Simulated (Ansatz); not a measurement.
C2H3 (SMILES [CH]=C), doublet (typed; the unrestricted solution is spin-contaminated), at a GFN2-xTB geometry; Ansatz (an electronic-structure program) with HF/def2-SV(P).

Ansatz was given this input:
Ansatz 0.2 input:
```yaml
crystal:
  periodic: [false, false, false]
  atoms:
    - {symbol: C, position_ang: [0.05254389, -0.57433481, -0.01733787]}
    - {symbol: C, position_ang: [0.03699099, 0.71273635, 0.02197531]}
    - {symbol: H, position_ang: [-0.84387122, -1.20149708, -0.04055811]}
    - {symbol: H, position_ang: [0.97465882, -1.13961553, -0.03048968]}
    - {symbol: H, position_ang: [-0.66799688, 1.51070337, 0.04322315]}
basis:
  gaussian:
    orbitals: def2-SV_P_.json
    occupation: {up: {"A'": 7, "A''": 1}, down: {"A'": 6, "A''": 1}}
hamiltonian:
  xc: hf
magnetization: {spin_polarized: true, initial_magnetization: 1}
```
The basis file holds def2-SV(P) in the JSON format of the Basis Set Exchange.

The log (banner, timings and long lists left out):

```
Functional definition: HF
the irreps are read with x along [1.000, -0.000, 0.004], y along [-0.000, 1.000, 0.031] and z along [-0.004, -0.031, 1.000] of the geometry given
386 factors; integrals over basis functions are off by at most 1.4e-3 eV
mean field evaluation 1: about -2102.3232 eV, gradient 1.4e1 eV
mean field evaluation 2: about -2103.9691 eV, gradient 1.6e0 eV
mean field evaluation 4: about -2104.0738 eV, gradient 1.6e-1 eV
mean field evaluation 8: about -2104.0769 eV, gradient 1.2e-4 eV
mean field -2104.07691644 eV, -77.3234004847 hartree, gradient 8.8e-7 eV, S^2 0.927681; 0 other end points of the search recorded, 0 dependent functions left out
reference -2104.07691644 eV, -77.3234004847 hartree; 8, 7 occupied and 26, 27 virtual orbitals, 386 factors
Total energy: -2104.07691644 eV, -77.3234004847 hartree
```
